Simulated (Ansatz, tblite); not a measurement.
Ligand exchange: CH6OSi + SiH3Br → CH8OSi2 + HBr

Gas-phase species: CH6OSi `CO[SiH3]`, singlet; SiH3Br `[SiH3]Br`, singlet; CH8OSi2 `CO[SiH2][SiH3]`, singlet; HBr (hydrogen bromide), singlet. The partners trade H for SiH3: Si–H and Br–SiH3 bonds give way to Si–SiH3 and Br–H.

Shapes, held fixed at every level: PBE0-D4/def2-TZVP. Flexible molecules stand in one conformer, not always the lowest. Programs: Ansatz 0.2.0, tblite 0.8.0. The zero-point and thermal change to 298 K, harmonic and unscaled (PBE0-D4/def2-TZVP), is -3.6 kJ/mol.

**Question.** Estimate ΔH(298 K) of this reaction.

**Answer.** The highest level, CCSD(T)/def2-TZVPP, gives ΔH(298 K) = +87.0 kJ/mol; the levels span +73.5 to +215.8. GFN1-xTB strays far from the other rows. The column of differences is taken from that level and isn't an error. No measured value is set beside it here. Relativity is left out for Br. Outer-core shells of Br are correlated, in sets that cover them unevenly.

```csv
level,kind,ΔH(298 K) (kJ/mol),less CCSD(T)/def2-TZVPP
GFN1-xTB,semi-empirical,+215.8,+128.8
HF/def2-SVP,Hartree–Fock,+102.0,+15.0
HF/def2-TZVPP,Hartree–Fock,+109.9,+22.9
PBE-D4/def2-TZVPP,GGA,+73.5,-13.5
r2SCAN-D4/def2-TZVPP,meta-GGA,+86.2,-0.8
MP2/def2-TZVPP,perturbation theory,+98.2,+11.2
CCSD/def2-SVP,coupled cluster or CI,+84.3,-2.7
CCSD/def2-TZVPP,coupled cluster or CI,+89.4,+2.4
CCSD(T)/def2-TZVPP,coupled cluster or CI,+87.0,0.0
```
